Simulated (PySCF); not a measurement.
A calculated (LDA, PySCF 2.14, ANO-RCC-VTZP, the spin-free X2C one-electron Hamiltonian (Gaussian nucleus)) atom or ion has these occupied shells.

| shell | electrons | orbital energy (eV) | rms radius, mean of both spins (bohr) |
| --- | --- | --- | --- |
| 1s α | 1 | -8829.7 | 0.0602 |
| 1s β | 1 | -8829.7 | 0.0602 |
| 2s α | 1 | -1066.2 | 0.256 |
| 2s β | 1 | -1065.6 | 0.256 |
| 2p α | 3 | -922.41 | 0.229 |
| 2p β | 3 | -921.92 | 0.229 |
| 3s α | 1 | -120.34 | 0.764 |
| 3s β | 1 | -119.16 | 0.764 |
| 3p α | 3 | -78.120 | 0.811 |
| 3p β | 3 | -76.973 | 0.811 |
| 3d α | 5 | -10.716 | 1.13 |
| 3d β | 4 | -9.650 | 1.13 |
| 4s α | 1 | -6.258 | 2.92 |
| 4s β | 1 | -6.093 | 2.92 |

Task: Name the element and its charge.

Result: Cu (copper, neutral), in [Ar] 3d9 4s2, 2D determinant (an excited configuration).
